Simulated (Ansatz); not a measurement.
Single points on (NMe2)3Sn-NH-SiH3 (C6H22N4SiSn).

```yaml
crystal:
  periodic: [false, false, false]
  atoms:
    - {symbol: Sn, position_ang: [0.020487, -0.106058, -0.236789]}
    - {symbol: N, position_ang: [-0.690401, 1.790833, 0.116996]}
    - {symbol: C, position_ang: [-1.901179, 1.934528, 0.903416]}
    - {symbol: C, position_ang: [-0.556695, 2.776097, -0.938676]}
    - {symbol: N, position_ang: [-0.160365, -1.003894, 1.607130]}
    - {symbol: C, position_ang: [0.390566, -0.320805, 2.760419]}
    - {symbol: C, position_ang: [-0.127996, -2.449075, 1.701197]}
    - {symbol: N, position_ang: [1.834505, 0.220860, -1.175326]}
    - {symbol: C, position_ang: [2.474873, -0.883336, -1.861896]}
    - {symbol: C, position_ang: [2.769021, 1.111676, -0.512275]}
    - {symbol: N, position_ang: [-1.008396, -1.355164, -1.523988]}
    - {symbol: Si, position_ang: [-2.720632, -1.691682, -1.383326]}
    - {symbol: H, position_ang: [-1.981606, 1.118335, 1.649858]}
    - {symbol: H, position_ang: [-2.837442, 1.922085, 0.286708]}
    - {symbol: H, position_ang: [-1.897420, 2.902875, 1.459648]}
    - {symbol: H, position_ang: [-1.435442, 2.806916, -1.633826]}
    - {symbol: H, position_ang: [0.346885, 2.574775, -1.549263]}
    - {symbol: H, position_ang: [-0.452646, 3.801849, -0.509506]}
    - {symbol: H, position_ang: [1.450420, -0.606634, 2.989046]}
    - {symbol: H, position_ang: [-0.206141, -0.551946, 3.675927]}
    - {symbol: H, position_ang: [0.361454, 0.778801, 2.616035]}
    - {symbol: H, position_ang: [0.896505, -2.862750, 1.891737]}
    - {symbol: H, position_ang: [-0.508936, -2.910941, 0.767962]}
    - {symbol: H, position_ang: [-0.776997, -2.803104, 2.538272]}
    - {symbol: H, position_ang: [3.144138, -1.497503, -1.205073]}
    - {symbol: H, position_ang: [3.110166, -0.509771, -2.700135]}
    - {symbol: H, position_ang: [1.723040, -1.571653, -2.299472]}
    - {symbol: H, position_ang: [3.441720, 1.597647, -1.258569]}
    - {symbol: H, position_ang: [3.433670, 0.598057, 0.230195]}
    - {symbol: H, position_ang: [2.227950, 1.919712, 0.021118]}
    - {symbol: H, position_ang: [-0.634679, -1.314559, -2.479545]}
    - {symbol: H, position_ang: [-3.056952, -1.652479, 0.082158]}
    - {symbol: H, position_ang: [-3.622418, -0.706228, -2.094821]}
    - {symbol: H, position_ang: [-3.049046, -3.057446, -1.935336]}
basis:
  gaussian: {orbitals: def2-TZVP, fitting: {mean_field: def2-universal-jkfit}, initial_orbitals: start.molden}
hamiltonian: {xc: pbe0, dispersion: d4}
scf: {omitted_lower_state_checks: [starts]}
output: {orbitals: {seedname: orbitals}}
```

The file start.molden holds the orbitals of an earlier run on this structure, at another level or in another basis.

```sh
$ ansatz run in.yaml --threads 2 --pin off --events-out ev --progress --plain --max-ram 32768MiB --backend cuda --devices 0, --max-vram 18GiB
```

Shortened log:

```
Functional definition: PBE0
  name "PBE0"
  cite "Adamo & Barone, J. Chem. Phys. 110, 6158 (1999) doi:10.1063/1.478522"
  cite "Perdew, Burke & Ernzerhof, Phys. Rev. Lett. 77, 3865 (1996) doi:10.1103/PhysRevLett.77.3865"
  parent pbe
  parameter a = 0.25
  parameter kappa = 0.804
  parameter beta = 0.06672455060314922
  exchange = (1 - a)*pbe_x(kappa = kappa, mu = beta*pi^2/3) + a*exact_x
  correlation = pbe_c(beta = beta)
these checks for a lower state are left out or cut short: starts
1500 factors; integrals over basis functions are off by at most 6.3e-1 eV
mean field evaluation 1: about -26229.3102 eV, gradient 1.9e2 eV
mean field evaluation 2: about -26236.5374 eV, gradient 7.3e0 eV
mean field evaluation 4: about -26236.7110 eV, gradient 2.0e-1 eV
mean field evaluation 8: about -26236.7112 eV, gradient 2.1e-5 eV
mean field -26236.71123847 eV, -964.1813541321 hartree, gradient 2.1e-5 eV, S^2 0.000000; 0 other end points of the search recorded, 0 dependent functions left out
reference -26236.71129759 eV, -964.1813563048 hartree; 61, 61 occupied and 468, 468 virtual orbitals, 1500 factors
Total energy: -26237.62506643 eV, -964.2149366903 hartree
Checks for a lower state left out: starts
```

It took 5.5 s on 2 threads of AMD EPYC 7R13 on a shared host and a share (18 GiB) of an NVIDIA H100 80GB HBM3, peak host memory 0.97 GiB.

As the first input, with `hamiltonian: {xc: pbe, dispersion: d4}`, `output: {forces: true, orbitals: {seedname: orbitals}}` (abridged; 8.5 s):

```
Functional definition: PBE
mean field -26234.19833308 eV, -964.0890065624 hartree, gradient 2.6e-5 eV, S^2 0.000000
Total energy: -26235.24211290 eV, -964.1273647631 hartree
Atom 0 force    -0.009342    -0.014700     0.024085 eV/Å
Atom 1 force     0.172219    -0.251794     0.005882 eV/Å
Atom 2 force    -0.325596     0.024680     0.175442 eV/Å
Atom 3 force     0.003775     0.252463    -0.279003 eV/Å
Atom 4 force    -0.064190     0.145387    -0.259647 eV/Å
Atom 5 force     0.162045     0.151495     0.294936 eV/Å
Atom 6 force     0.041539    -0.363996     0.024554 eV/Å
Atom 7 force    -0.307069     0.025012     0.053249 eV/Å
Atom 8 force     0.188213    -0.304369    -0.128019 eV/Å
Atom 9 force     0.253595     0.191258     0.174553 eV/Å
Atom 10 force    -0.160999     0.063879    -0.051548 eV/Å
Atom 11 force     0.168647     0.040002    -0.014619 eV/Å
Atom 12 force     0.030475     0.217672    -0.202693 eV/Å
Atom 13 force     0.257480    -0.004297     0.133662 eV/Å
Atom 14 force     0.038700    -0.239946    -0.156284 eV/Å
Atom 15 force     0.211113    -0.033621     0.185617 eV/Å
Atom 16 force    -0.235080     0.053910     0.165375 eV/Å
Atom 17 force    -0.026730    -0.276012    -0.074850 eV/Å
Atom 18 force    -0.267697     0.060836    -0.083884 eV/Å
Atom 19 force     0.126672     0.038151    -0.249641 eV/Å
Atom 20 force     0.005604    -0.291460     0.028172 eV/Å
Atom 21 force    -0.247737     0.132017    -0.053928 eV/Å
Atom 22 force     0.098376     0.133067     0.251235 eV/Å
Atom 23 force     0.152207     0.128108    -0.207063 eV/Å
Atom 24 force    -0.177404     0.159582    -0.132673 eV/Å
Atom 25 force    -0.172549    -0.045288     0.206709 eV/Å
Atom 26 force     0.196560     0.190812     0.117935 eV/Å
Atom 27 force    -0.181710    -0.131855     0.149003 eV/Å
Atom 28 force    -0.184181     0.105971    -0.183648 eV/Å
Atom 29 force     0.133009    -0.213483    -0.137569 eV/Å
Atom 30 force    -0.108453     0.006463     0.241497 eV/Å
Atom 31 force     0.055816     0.001999    -0.150169 eV/Å
Atom 32 force     0.116104    -0.100113     0.076099 eV/Å
Atom 33 force     0.056590     0.148169     0.057234 eV/Å
Dipole moment:     0.257298     0.067860    -0.038759 e Å
Checks for a lower state left out: starts
```

First input, but with `hamiltonian: {xc: hf}` (abridged; 3.9 s):

```
Functional definition: HF
mean field -26129.85010596 eV, -960.2542799455 hartree, gradient 1.9e-5 eV, S^2 0.000000
Total energy: -26129.85010596 eV, -960.2542799455 hartree
Checks for a lower state left out: starts
```

As the first input, with `gaussian: {orbitals: def2-SVP, initial_orbitals: start.molden}`, `hamiltonian: {xc: {name: LC-wPBE, parameters: {omega: 0.2/bohr}}}` (abridged; 5 s):

```
Functional definition: LC-wPBE
mean field -26223.48572373 eV, -963.6953254302 hartree, gradient 2.5e-5 eV, S^2 0.000000
Total energy: -26223.48572378 eV, -963.6953254318 hartree
Checks for a lower state left out: starts
```

First input, but with `gaussian: {orbitals: def2-SVP, initial_orbitals: start.molden}` (abridged; 6 s):

```
Functional definition: PBE0
mean field -26219.87063067 eV, -963.5624732104 hartree, gradient 2.4e-5 eV, S^2 0.000000
Total energy: -26220.78444312 eV, -963.5960551985 hartree
Checks for a lower state left out: starts
```

Geometry: PBE-D4/def2-SVP.

In the def2 sets Sn takes a core potential; there is no spin–orbit coupling. Single mean-field runs in def2-TZVP are fitted with def2-universal-jkfit.
